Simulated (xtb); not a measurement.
BiCl$_{3}$ (SMILES [Cl][Bi]([Cl])[Cl]), singlet, geometry from GFN2-xTB (such geometries of metal compounds can be far from the true shape); GFN1-xTB (xtb).

Here is a job for xtb.
```
$ xtb mol.xyz --gfn 1 --json

# file mol.xyz
4

Bi    -0.00428098    -0.00067467     0.50283800
Cl    -1.83162453    -0.99302219    -0.83533113
Cl     0.06534181     2.09049123    -0.81504384
Cl     1.78718399    -1.09417508    -0.80465760
```

Problem. Predict the main parts of the log of this xtb run.

Solution. 
```
   ID    Z sym.   atoms
    1   83 Bi     1
    2   17 Cl     2-4

           -------------------------------------------------
          |                Calculation Setup                |
           -------------------------------------------------

           -------------------------------------------------
          |                 G F N 1 - x T B                 |
           -------------------------------------------------

          ...................................................
          :                      SETUP                      :
          :.................................................:
          :  # basis functions                  34          :
          :  # atomic orbitals                  31          :
          :  # shells                           11          :
          :  # electrons                        26          :
          :  # halogen bonds                     0          :
          :  max. iterations                   250          :
          :  Hamiltonian                  GFN1-xTB          :
          :  restarted?                      false          :
          :  GBSA solvation                  false          :
          :  PC potential                    false          :
          :  electronic temp.          300.0000000     K    :
          :  accuracy                    1.0000000          :
          :  -> integral cutoff          0.2500000E+02      :
          :  -> integral neglect         0.1000000E-07      :
          :  -> SCF convergence          0.1000000E-05 Eh   :
          :  -> wf. convergence          0.2000000E-04 e    :
          :  Broyden damping             0.4000000          :
          :  net charge                          0          :
          :  unpaired electrons                  0          :
          ...................................................

 iter      E             dE          RMSdq      gap      omega  full diag
   1    -15.0138762 -0.150139E+02  0.720E+00    6.44       0.0  T
   2    -15.0703203 -0.564441E-01  0.967E-01    5.33       1.0  T
   3    -15.0772156 -0.689531E-02  0.184E+00    5.75       1.0  T
   4    -15.0792488 -0.203314E-02  0.492E-01    5.52       1.0  T
   5    -15.0799489 -0.700125E-03  0.668E-02    5.60       1.0  T
   6    -15.0799629 -0.139908E-04  0.850E-03    5.59       5.9  T
   7    -15.0799630 -0.171942E-06  0.188E-03    5.59      26.6  T
   8    -15.0799631 -0.112377E-07  0.119E-05    5.59    4196.1  T
   9    -15.0799631 -0.298428E-12  0.142E-06    5.59   35269.4  T

   *** convergence criteria satisfied after 9 iterations ***

         :::::::::::::::::::::::::::::::::::::::::::::::::::::
         ::                     SUMMARY                     ::
         :::::::::::::::::::::::::::::::::::::::::::::::::::::
         :: total energy             -15.077864096468 Eh    ::
         :: gradient norm              0.015555612547 Eh/a0 ::
         :: HOMO-LUMO gap              5.592193448679 eV    ::
         ::.................................................::
         :: SCC energy               -15.079963060329 Eh    ::
         :: -> electrostatic           0.067072461271 Eh    ::
         :: repulsion energy           0.004339425438 Eh    ::
         :: dispersion energy         -0.002240461576 Eh    ::
         :: halogen bond corr.         0.000000000000 Eh    ::
         :: add. restraining           0.000000000000 Eh    ::
         :: total charge               0.000000000000 e     ::
         :::::::::::::::::::::::::::::::::::::::::::::::::::::

           -------------------------------------------------
          |                Property Printout                |
           -------------------------------------------------

    * Orbital Energies and Occupations

         #    Occupation            Energy/Eh            Energy/eV
      -------------------------------------------------------------
         1        2.0000           -0.9731478             -26.4807
         2        2.0000           -0.8934468             -24.3119
         3        2.0000           -0.8934468             -24.3119
         4        2.0000           -0.8820005             -24.0005
         5        2.0000           -0.5174045             -14.0793
         6        2.0000           -0.5174045             -14.0793
         7        2.0000           -0.5060052             -13.7691
         8        2.0000           -0.4747383             -12.9183
         9        2.0000           -0.4747383             -12.9183
        10        2.0000           -0.4696347             -12.7794
        11        2.0000           -0.4688125             -12.7570
        12        2.0000           -0.4688125             -12.7570
        13        2.0000           -0.4638428             -12.6218 (HOMO)
        14                         -0.2583335              -7.0296 (LUMO)
        15                         -0.2552770              -6.9464
        16                         -0.2552770              -6.9464
        17                         -0.0320905              -0.8732
        18                         -0.0320905              -0.8732
        19                         -0.0313615              -0.8534
        20                         -0.0305942              -0.8325
        21                         -0.0305942              -0.8325
        22                         -0.0301398              -0.8201
        23                         -0.0299857              -0.8160
        24                         -0.0299857              -0.8160
       ...                                ...                  ...
        31                          0.0598932               1.6298
      -------------------------------------------------------------
                  HL-Gap            0.2055093 Eh            5.5922 eV
             Fermi-level           -0.3610882 Eh           -9.8257 eV

  Mulliken/CM5 charges         n(s)   n(p)   n(d)
     1Bi    0.93860  0.99604   2.016  2.046  0.000
     2Cl   -0.31287 -0.33201   1.972  5.353 -0.012
     3Cl   -0.31287 -0.33201   1.972  5.353 -0.012
     4Cl   -0.31287 -0.33201   1.972  5.353 -0.012

Wiberg/Mayer (AO) data.
largest (>0.10) Wiberg bond orders for each atom

 ---------------------------------------------------------------------------
     #   Z sym  total        # sym  WBO       # sym  WBO       # sym  WBO
 ---------------------------------------------------------------------------
     1  83 Bi   2.633 --     4 Cl   0.878     2 Cl   0.878     3 Cl   0.878
     2  17 Cl   0.966 --     1 Bi   0.878
     3  17 Cl   0.966 --     1 Bi   0.878
     4  17 Cl   0.966 --     1 Bi   0.878
 ---------------------------------------------------------------------------

Topologies differ in total number of bonds
Writing topology from bond orders to xtbtopo.mol

 dipole moment from electron density (au)
     X       Y       Z
  -0.0238  -0.0037   2.7929  total (Debye):    7.099

           -------------------------------------------------
          | TOTAL ENERGY              -15.077864096468 Eh   |
          | GRADIENT NORM               0.015555612547 Eh/α |
          | HOMO-LUMO GAP               5.592193448679 eV   |
           -------------------------------------------------

normal termination of xtb
```
